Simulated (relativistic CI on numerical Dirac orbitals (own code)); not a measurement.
# Hyperfine structure of Bi21+, mass number 207

Method of calculation: Dirac-Coulomb-Breit CI, separate exchange-only KLI orbitals for each configuration, model QED (radiative potential, 1s self-energy scaled to tabulated hydrogen-like ionisation energies), unscaled Slater integrals (own radial code, finite nucleus).

Configuration list (outside the closed core [Kr] 4d10): 4f14.5s2, 4f14.5s.5p, 4f14.5s.5d, 4f13.5s2.5p, 4f14.5s.5f, 4f14.5p.5d, 4f14.5s.5g, 4f13.5s2.5d, 4f14.5p2, 4f13.5p3, 4f13.5p2.5d, 4f14.5d2, 4f13.5p.5d2, 4f13.5d3, 4f14.5f2, 4f13.5p.5f2, 4f13.5d.5f2. Double excitations out of closed p, d and f shells are left out; levels of such configurations are missing from the list, as are those of other unlisted configurations, and high levels can miss mixing partners.

Nuclear spin I = 9/2, μ = 4.0729 μN, Q = -0.76 b (tables of Stone and Pyykkö). The electronic factors are computed for point nuclear moments, without core polarisation or the Bohr-Weisskopf and QED corrections.

```csv
Level,E (cm⁻¹),A (GHz),B (GHz)
4f14.5s.5p 3P°_1,377171,371.4,7.99
4f14.5s.5p 3P°_2,625614,159.7,-29
4f14.5s.5p 1P°_1,700486,-112.9,-22.4
4f13.5s2.5p 3D_3,707523,-20.1,1.33
4f13.5s2.5p 3G_3,752136,35.01,1.58
4f13.5s2.5p 3G_5,982509,6.932,-24.3
4f13.5s2.5p 3D_2,985978,-3.974,-4.44
4f13.5s2.5p 3F_4,1002890,5.474,18
```

Levels with J = 0, under 50 % of one LS term, or S terms without an open s electron are left out. Small factors come from cancelling terms and can be off by tens of per cent or more.

At this charge transitions that keep the count of f electrons are usually good to a few per cent. Levels that differ in their count of f electrons can be misplaced by several ten thousand cm⁻¹, since the correlation energy of f electrons is missing or only estimated; rates across such gaps can be off by orders of magnitude.

(1) Give the hyperfine levels of 4f14.5s.5p 3P°_1 relative to its centre of gravity.

Answers

(1) With K = F(F + 1) − I(I + 1) − J(J + 1), E = AK/2 + B[¾K(K + 1) − I(I + 1)J(J + 1)]/[2I(2I − 1)J(2J − 1)]: F = 7/2: -2039, F = 9/2: -376.7, F = 11/2: 1673 GHz.

LS names give the leading component of a level, which can be under half, so a name can repeat, a term be missing and a line seem to break the LS rules.
